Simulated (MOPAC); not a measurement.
MOPAC input (AM1):

```
AM1 1SCF UHF MS=0.5 GEO-OK AUX(PRECISION=9) THREADS=1
FSn

Sn   -0.00000000 1   -0.00000000 1   -0.29954676 1
F     0.00000000 1    0.00000000 1    1.66414866 1
```

Task: What heat of formation does the run end on, and which ionisation energy by Koopmans theorem?

Result: -9.55 kcal/mol; 5.32 eV.
